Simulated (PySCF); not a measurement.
BGeH₆NO₂, SMILES OB(O)[NH][GeH3].

The structure is a stationary point at PBE0-D3(BJ)/def2-SVP. This is a generated structure with no PubChem entry under its InChIKey; it may be hypothetical. One conformer was computed; it need not be the lowest.

Level of theory: PBE/def2-TZVP in PySCF.

Symmetry labels are those of the subgroup Cs that the program uses (full group Cs).

### Question
List the valence orbital energies around the gap with their symmetry. (Estimate from the structure and the level; the computed values follow.)

### Answer

```tsv
orbital	symmetry	energy (eV)
HOMO−7	A'	-9.95
HOMO−6	A"	-9.42
HOMO−5	A'	-8.69
HOMO−4	A'	-8.32
HOMO−3	A"	-8.28
HOMO−2	A'	-7.93
HOMO−1	A"	-7.34
HOMO	A"	-6.05
LUMO	A'	-0.57
LUMO+1	A'	0.41
LUMO+2	A'	0.63
LUMO+3	A'	0.94
```
